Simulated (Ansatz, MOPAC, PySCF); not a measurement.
Pair of molecules: CH4 (SMILES C) (first 5 atoms) with C2H6O (SMILES COC); geometry from B3LYP-D3(BJ)/def2-TZVP, rigid monomers moved along the line of their centres of mass till H5···O7 is 2.30 Å.
(charge 0, multiplicity 1):
| atom | x (Å) | y (Å) | z (Å) |
|---|---|---|---|
| C | 0.1001 | 0.0483 | -0.3766 |
| H | 1.1471 | 0.2851 | -0.5645 |
| H | -0.5087 | 0.4342 | -1.1935 |
| H | -0.0194 | -1.0335 | -0.3196 |
| H | -0.2139 | 0.5011 | 0.5626 |
| C | 1.1173 | 0.2399 | 3.0094 |
| O | -0.2676 | 0.4651 | 2.8646 |
| C | -1.0225 | -0.7189 | 2.9955 |
| H | 1.4924 | -0.4512 | 2.2435 |
| H | 1.3532 | -0.1743 | 3.9985 |
| H | 1.6176 | 1.2005 | 2.8968 |
| H | -0.7449 | -1.4571 | 2.2319 |
| H | -2.0709 | -0.4534 | 2.8684 |
| H | -0.8846 | -1.1733 | 3.9854 |

Monomers are frozen at their geometry in the pair; levels with a basis set take the counterpoise correction.

Frozen-core correlation. The state that AM1 reach isn't checked.

Codes used: Ansatz (Gaussian basis) for Hartree–Fock, density functionals and correlated methods; MOPAC for AM1 (differences of heats of formation); PySCF for the dispersion terms. 

Question: What is the computed interaction energy (CCSD(T)/aug-cc-pVDZ)?

Answer: -0.5 kcal/mol

Question: Give the interaction energy at the level AM1.

Answer: -0.2 kcal/mol

Question: What interaction energy does PBE0-D3(BJ)/def2-TZVPPD give?

Answer: -1.0 kcal/mol

Ansatz is a quantum-chemistry and plane-wave program.
